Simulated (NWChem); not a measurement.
System: NaF; SMILES [F][Na]

Excerpt of the output:

```
             Northwest Computational Chemistry Package (NWChem) 7.3.0
             --------------------------------------------------------

                             Geometry "geometry" -> ""
                             -------------------------

 Output coordinates in angstroms (scale by  1.889725989 to convert to a.u.)

  No.       Tag          Charge          X              Y              Z
 ---- ---------------- ---------- -------------- -------------- --------------
    1 Na                  11.0000     0.00000000     0.00000000    -0.85669100
    2 F                    9.0000     0.00000000     0.00000000     1.03156000

 Effective nuclear repulsion energy (a.u.)      27.7444829374

  xc_inp: hfexch multiplicative factor not found.
                              NWChem Property Module
                              ----------------------

  itol2e modified to match energy
  convergence criterion.

                                 NWChem DFT Module
                                 -----------------

 Summary of "ao basis" -> "ao basis" (spherical)
 ------------------------------------------------------------------------------
       Tag                 Description            Shells   Functions and Types
 ---------------- ------------------------------  ------  ---------------------
 Na                         pcsseg-2                12       28   5s6p1d
 F                          pcsseg-2                12       36   4s5p2d1f

  itol2e modified to match energy
  convergence criterion.

            General Information
            -------------------
          SCF calculation type: DFT
          Wavefunction type:  closed shell.
          No. of atoms     :     2
          No. of electrons :    20
           Alpha electrons :    10
            Beta electrons :    10
          Charge           :     0
          Spin multiplicity:     1
          Use of symmetry is: off; symmetry adaption is: off
          Maximum number of iterations: 150
          AO basis - number of functions:    64
                     number of shells:    24
          Convergence on energy requested:  1.00D-07
          Convergence on density requested:  1.00D-05
          Convergence on gradient requested:  5.00D-04

              XC Information
              --------------
                     Hartree-Fock (Exact) Exchange  1.000

      Superposition of Atomic Density Guess
      -------------------------------------

 Sum of atomic energies:        -261.26830565

      Non-variational initial energy
      ------------------------------

 Total energy =    -260.968281
 1-e energy   =    -422.189136
 2-e energy   =     133.476372
 HOMO         =      -0.641919
 LUMO         =      -0.058033

   convergence    iter        energy       DeltaE   RMS-Dens  Diis-err
 ---------------- ----- ----------------- --------- --------- ---------
 d= 0,ls=0.0,diis     1   -261.2902928796 -2.89D+02  7.69D-03  8.24D-01
 d= 0,ls=0.0,diis     2   -261.3282617364 -3.80D-02  2.74D-03  5.88D-01
 d= 0,ls=0.0,diis     3   -261.3666945661 -3.84D-02  1.97D-04  1.24D-03
 d= 0,ls=0.0,diis     4   -261.3667839102 -8.93D-05  4.05D-05  1.82D-05
 d= 0,ls=0.0,diis     5   -261.3667867075 -2.80D-06  1.25D-05  1.08D-06
 d= 0,ls=0.0,diis     6   -261.3667869791 -2.72D-07  4.25D-06  1.16D-07
 d= 0,ls=0.0,diis     7   -261.3667870055 -2.64D-08  1.61D-06  7.89D-09

         Total DFT energy =     -261.366787005503
      One electron energy =     -425.304612012229
           Coulomb energy =      160.426503852334
    Exchange-Corr. energy =      -24.233161782976
 Nuclear repulsion energy =       27.744482937369

 Numeric. integr. density =        0.000000000000

                       DFT Final Molecular Orbital Analysis
                       ------------------------------------

 Vector    8  Occ=2.000000D+00  E=-4.399996D-01
              MO Center= -1.5D-15,  5.3D-16,  1.0D+00, r^2= 5.8D-01
   Bfn.  Coefficient  Atom+Function         Bfn.  Coefficient  Atom+Function
  ----- ------------  ---------------      ----- ------------  ---------------
    44      0.430526  2 F  pz                41      0.339409  2 F  pz
    47      0.275042  2 F  pz                38      0.163915  2 F  pz
     4     -0.096809  1 Na s                  3      0.089950  1 Na s
    14      0.046842  1 Na pz                35      0.046832  2 F  pz
    11      0.043433  1 Na pz                 8      0.032795  1 Na pz

 Vector    9  Occ=2.000000D+00  E=-4.284566D-01
              MO Center=  3.2D-16, -2.4D-15,  1.0D+00, r^2= 5.9D-01
   Bfn.  Coefficient  Atom+Function         Bfn.  Coefficient  Atom+Function
  ----- ------------  ---------------      ----- ------------  ---------------
    43      0.422997  2 F  py                40      0.338901  2 F  py
    46      0.297110  2 F  py                37      0.162466  2 F  py
    34      0.046569  2 F  py

 Vector   10  Occ=2.000000D+00  E=-4.284566D-01
              MO Center=  8.8D-16,  2.2D-16,  1.0D+00, r^2= 5.9D-01
   Bfn.  Coefficient  Atom+Function         Bfn.  Coefficient  Atom+Function
  ----- ------------  ---------------      ----- ------------  ---------------
    42      0.422997  2 F  px                39      0.338901  2 F  px
    45      0.297110  2 F  px                36      0.162466  2 F  px
    33      0.046569  2 F  px

 Vector   11  Occ=0.000000D+00  E=-8.545738D-03
              MO Center= -7.9D-15,  2.4D-15, -2.2D+00, r^2= 8.0D+00
   Bfn.  Coefficient  Atom+Function         Bfn.  Coefficient  Atom+Function
  ----- ------------  ---------------      ----- ------------  ---------------
     5      0.938486  1 Na s                 23     -0.477060  1 Na pz
     3     -0.117450  1 Na s                  4     -0.062856  1 Na s
    31     -0.033319  2 F  s                 14      0.032019  1 Na pz
    47      0.025819  2 F  pz

 Vector   12  Occ=0.000000D+00  E= 6.815097D-02
              MO Center=  3.1D-14, -3.9D-15, -9.7D-01, r^2= 1.0D+01
   Bfn.  Coefficient  Atom+Function         Bfn.  Coefficient  Atom+Function
  ----- ------------  ---------------      ----- ------------  ---------------
    21      1.127176  1 Na px                18     -0.181465  1 Na px
    45     -0.151556  2 F  px                22     -0.116198  1 Na py
    15      0.067326  1 Na px                12     -0.055196  1 Na px
    39     -0.048749  2 F  px

 Vector   13  Occ=0.000000D+00  E= 6.815097D-02
              MO Center= -4.3D-15, -3.3D-14, -9.7D-01, r^2= 1.0D+01
   Bfn.  Coefficient  Atom+Function         Bfn.  Coefficient  Atom+Function
  ----- ------------  ---------------      ----- ------------  ---------------
    22      1.127176  1 Na py                19     -0.181465  1 Na py
    46     -0.151556  2 F  py                21      0.116198  1 Na px
    16      0.067326  1 Na py                13     -0.055196  1 Na py
    40     -0.048749  2 F  py

     Multipole analysis of the density
     ---------------------------------

     L   x y z        total         alpha         beta         nuclear
     -   - - -        -----         -----         ----         -------
     0   0 0 0     -0.000000    -10.000000    -10.000000     20.000000

     1   1 0 0      0.000000      0.000000      0.000000      0.000000
     1   0 1 0      0.000000      0.000000      0.000000      0.000000
     1   0 0 1     -3.263159     -1.499713     -1.499713     -0.263732

     2   2 0 0     -7.154314     -3.577157     -3.577157      0.000000
     2   1 1 0      0.000000      0.000000      0.000000      0.000000
     2   1 0 1      0.000000      0.000000      0.000000      0.000000
     2   0 2 0     -7.154314     -3.577157     -3.577157      0.000000
     2   0 1 1      0.000000      0.000000      0.000000      0.000000
     2   0 0 2     -7.585956    -35.307904    -35.307904     63.029851

          -----------------------------------------
          Chemical Shielding Tensors (GIAO, in ppm)
          -----------------------------------------

                                NWChem CPHF Module
                                ------------------

  scftype          =     RHF
  nclosed          =       10
  nopen            =        0
  variables        =      540
  # of vectors     =        3
  tolerance        = 0.10D-03
  level shift      = 0.00D+00
  max iterations   =       50
  max subspace     =       30

 SCF residual:    2.5836475371667172E-005

Iterative solution of linear equations
  No. of variables      540
  No. of equations        3
  Maximum subspace       30
        Iterations       50
       Convergence  1.0D-04

   iter   nsub   residual    time
   ----  ------  --------  ---------
     1      3    2.81D-01       4.0
     2      6    2.54D-02       4.7
     3      9    6.01D-03       5.4
     4     12    6.48D-04       6.1
     5     15    5.18D-05       6.8

      Atom:    1  Na
        Diamagnetic
    626.0887      0.0000     -0.0000
      0.0000    626.0887     -0.0000
     -0.0000     -0.0000    629.7771

        Paramagnetic
    -66.5991      0.0000     -0.0000
      0.0000    -66.5991      0.0000
     -0.0000      0.0000     -0.0000

        Total Shielding Tensor
    559.4896      0.0000     -0.0000
      0.0000    559.4896      0.0000
     -0.0000      0.0000    629.7771

           isotropic =     582.9188
          anisotropy =      70.2875

          Principal Components and Axis System
                 1           2           3
              629.7771    559.4896    559.4896

      1        -0.0000      1.0000      0.0000
      2         0.0000      0.0000      1.0000
      3         1.0000     -0.0000      0.0000

      Atom:    2  F
        Diamagnetic
    471.2606     -0.0000      0.0000
     -0.0000    471.2606      0.0000
      0.0000      0.0000    483.4032

        Paramagnetic
    -35.5490     -0.0000     -0.0000
     -0.0000    -35.5490     -0.0000
     -0.0000     -0.0000      0.0000

        Total Shielding Tensor
    435.7116     -0.0000     -0.0000
     -0.0000    435.7116     -0.0000
     -0.0000     -0.0000    483.4032

           isotropic =     451.6088
          anisotropy =      47.6916

          Principal Components and Axis System
                 1           2           3
              483.4032    435.7116    435.7116

      1        -0.0000     -0.0000      1.0000
      2        -0.0000      1.0000     -0.0000
      3         1.0000     -0.0000     -0.0000
```

Level: Hartree-Fock/pcSseg-2, GIAO. Structure relaxed at the PBE0/def2-SVP level. The printed shielding anisotropy is the first printed principal value minus the mean of the other two.

Q: Reconstruct the input file.

A: One answer among several that fit: the input that was run:
```
start job
memory heap 200 mb stack 900 mb global 1100 mb
geometry units angstroms noautosym nocenter noautoz
  Na     0.000000     0.000000    -0.856691
  F      0.000000     0.000000     1.031560
end
basis spherical
  * library pcsseg-2
end
dft
  xc hfexch
  iterations 150
end
property
  shielding
end
task dft property
```
